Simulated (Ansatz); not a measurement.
The pair A = SiH4 (SMILES [SiH4]) (first 5 atoms), B = Si2H6 (SMILES [SiH3][SiH3]); geometry from B3LYP-D3(BJ)/def2-TZVP.
(charge 0, multiplicity 1):
```
atom    x (Å)    y (Å)    z (Å)
----  -------  -------  -------
Si    -0.0956   0.1107  -0.1592
H     -0.2077  -1.1479   0.6113
H     -1.4479   0.5939  -0.5160
H      0.6863  -0.1350  -1.3923
H      0.5919   1.1291   0.6652
Si     0.9047  -0.8834   3.8038
Si    -0.7820   0.7455   3.7819
H      0.3169  -2.2326   3.6224
H      1.6140  -0.8468   5.1065
H      1.8905  -0.6434   2.7240
H     -1.6272   0.6202   2.5702
H     -0.1892   2.1043   3.8057
H     -1.6511   0.5854   4.9737
```

Cores are frozen in the correlated methods. MP2 and its Hartree–Fock in aug-cc-pV(T+d)Z are density fitted.

The values were computed with Ansatz (a quantum-chemistry and plane-wave program). Values without a source in brackets are computed.

The counterpoise-corrected interaction energy is E(AB) − E(A in the pair's basis) − E(B in the pair's basis). Total energies (hartree):

```
level                              AB  A in the pair's basis  B in the pair's basis
-----------------------  ------------  ---------------------  ---------------------
HF/aug-cc-pV(D+d)Z       -872.6013148           -291.2506551           -581.3531038
MP2/aug-cc-pV(D+d)Z      -872.9516009           -291.3726977           -581.5773123
HF/aug-cc-pV(T+d)Z       -872.6382131           -291.2639329           -581.3766806
MP2/aug-cc-pV(T+d)Z      -873.0579606           -291.4097235           -581.6460664
CCSD(T)/aug-cc-pV(D+d)Z  -873.0470045           -291.4075205           -581.6378096
```

**Question.** Work out the counterpoise-corrected interaction energy at the basis-set limit: extrapolate the MP2 correlation part as X⁻³, take Hartree–Fock from the larger set, and add the CCSD(T) − MP2 difference of aug-cc-pV(D+d)Z.

**Answer.** 
1. Differences (1 hartree = 627.509 kcal/mol): HF/aug-cc-pV(D+d)Z 1.534; MP2/aug-cc-pV(D+d)Z -0.998; HF/aug-cc-pV(T+d)Z 1.506; MP2/aug-cc-pV(T+d)Z -1.362; CCSD(T)/aug-cc-pV(D+d)Z -1.051.
2. Correlation parts, MP2 less HF: -2.532 in aug-cc-pV(D+d)Z (X = 2), -2.868 in aug-cc-pV(T+d)Z (X = 3).
3. Limit (3³·(-2.868) − 2³·(-2.532))/(3³ − 2³) = -3.010; with HF/aug-cc-pV(T+d)Z it gives -1.504.
4. CCSD(T) less MP2 in aug-cc-pV(D+d)Z: -0.052.
Result: -1.56 kcal/mol, against -1.00 at MP2/aug-cc-pV(D+d)Z. It is an estimate of this method's limit, not of the exact value.
